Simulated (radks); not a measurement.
Values are calculated unless marked as measured or tabulated.
Excited configurations of the dysprosium ion Dy+: one electron is placed in a higher orbital outside [Xe] 4f10. The ground configuration is [Xe] 4f10 6s1. Level of theory: Dirac Kohn-Sham, BLYP, spin-unpolarised, spherical densities, finite nucleus; open shells are shared between the two j in proportion to 2j + 1; Fermi nuclear charge, rms radius 5.2218 fm (a radial shooting solver on a logarithmic mesh with Libxc functionals). Excitation = E - E(ground); binding = E(ion) - E, where the ion is the core of charge +2; n* = 2/sqrt(2 binding) in atomic units, and the quantum defect is n - n*. Eigenvalue and <r> are those of j = l + 1/2.

outer orbital  excitation (eV)  binding (eV)     n*  quantum defect  eigenvalue (eV)  <r> (bohr)
5f                       8.393         3.409  3.995           1.005           -2.345       8.768
6p                       3.523         8.279  2.564           3.436           -5.936       4.780
7s                       6.224         5.579  3.123           3.877           -4.354       7.591
7p                       7.345         4.457  3.494           3.506           -3.369       9.105

Estimate the row for 6d.

Answer. excitation (eV) 7.175; binding (eV) 4.627; n* 3.430; quantum defect 2.570; eigenvalue (eV) -3.396; <r> (bohr) 7.599. The Delta-SCF ionisation energy is 11.802 eV (NIST Atomic Spectra Database: 11.65 eV, semi-empirical). Self-interaction in the functional shifts the binding energies and quantum defects, so they are the method's values and not measured ones. Spin polarisation and multiplet splitting are left out, so open shells lie too high by an amount that depends on their filling. Sharing an open shell by 2j + 1 raises it above the true ground level by a part of the spin-orbit splitting, which enters the differences from NIST.

Beside tabulated values, note that spin-unpolarised runs miss the spin-polarisation part of the exchange energy of open shells.
